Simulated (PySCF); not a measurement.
C₄H₆N₂O.
Atom-mapped SMILES: `[CH2:1]=[CH:2]/[N:3]=[CH:4]\[C:5]([NH2:6])=[O:7]` (hydrogens: H8, H9 on C1; H10 on C2; H11 on C4; H12, H13 on N6)

Computed geometry: GFN2-xTB, gas phase.

Q: List the bond lengths, angles and torsions at this level.

A: 
| bond | length (bohr) | order |
| --- | --- | --- |
| C1=C2 | 2.522 | double |
| C2–N3 | 2.569 | single |
| N3=C4 | 2.372 | double |
| C4–C5 | 2.847 | single |
| C5–N6 | 2.551 | single |
| C5=O7 | 2.294 | double |
| C1–H8 | 2.036 | single |
| C1–H9 | 2.030 | single |
| C2–H10 | 2.050 | single |
| C4–H11 | 2.053 | single |
| N6–H12 | 1.904 | single |
| N6–H13 | 1.906 | single |

Orders are formal, as drawn. A selection of angles:
| angle | degrees |
| --- | --- |
| C2–C1–H8 | 121.6 |
| C2–C1–H9 | 121.0 |
| H8–C1–H9 | 117.2 |
| C1–C2–N3 | 126.3 |
| C1–C2–H10 | 120.7 |
| N3–C2–H10 | 112.1 |
| C2–N3–C4 | 133.0 |
| N3–C4–C5 | 130.1 |
| N3–C4–H11 | 116.9 |
| C5–C4–H11 | 112.8 |
| C4–C5–N6 | 116.6 |
| C4–C5–O7 | 120.3 |
| N6–C5–O7 | 123.1 |
| C5–N6–H12 | 118.2 |
| C5–N6–H13 | 122.2 |
| H12–N6–H13 | 119.7 |

Dihedral angles: C1–C2–N3–C4 -73° (synclinal); C2–N3–C4–C5 -7° (synperiplanar); N3–C4–C5–N6 12° (synperiplanar). The mirror-image conformer, all signs reversed, is as good.

N6 (amide nitrogen) is planar (angles 122.2°, 119.7° and 118.2°, sum 360.0°, 0.01 Å off the plane of its three neighbours). N3 (imine nitrogen) is bent (angle 133.0°). The 3 C–N bonds span 1.255 Å (N3=C4, drawn double) to 1.359 Å (C2–N3, drawn single), a spread of 0.104 Å. Of the pairs four or more bonds apart, C2···H13 is among the closest relative to their van der Waals radii: 2.28 Å, 79 % of the sum of Bondi's values. The 2 C–C bonds span 1.335 Å (C1=C2, drawn double) to 1.506 Å (C4–C5, drawn single), a spread of 0.171 Å.

Point group: C1 (no symmetry element, even within 0.4 Å). Stationary, but not proved a minimum. One conformer, not necessarily the lowest (C1–C2–N3–C4 -73°, N3–C4–C5–N6 12°, C4–C5–N6–H -179° and 1°).
